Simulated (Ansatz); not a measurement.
The same ligand exchange along the group F, Cl, Br.

Gas-phase electronic energies from Ansatz, PBE0-D4/def2-TZVP geometries. CCSD(T)/CBS adds triple-zeta CCSD(T) − MP2 to the extrapolated MP2 energy (def2 sets, frozen cores). This one scheme is used for every species. Functionals use def2-TZVPP. B3LYP here is the variant with VWN-RPA as its local correlation; programs differ in this. def2 core potentials past Kr. For Br, Sn outer-core shells are correlated without core-valence functions, which leaves a few kJ/mol of doubt a bond. Scalar relativity is left out up to krypton. Each species was taken in one conformer, which may not be the lowest.

```
                                                   reaction  CCSD(T)/CBS(def2) (kcal/mol)
 `[OH][SnH2][F]` + `N[SiH3]` → `[OH][SnH2][NH][SiH3]` + H–F                             ?
`[OH][SnH2][Cl]` + `N[SiH3]` → `[OH][SnH2][NH][SiH3]` + HCl                          18.3
`[OH][SnH2][Br]` + `N[SiH3]` → `[OH][SnH2][NH][SiH3]` + HBr                          21.9
```

Question: Fill in the missing values. (Best estimate.)

Answer: Computed: `[OH][SnH2][F]` + `N[SiH3]` → `[OH][SnH2][NH][SiH3]` + H–F: +9.9 kcal/mol.

Largest T1 diagnostic: 0.014, for `[OH][SnH2][F]`.
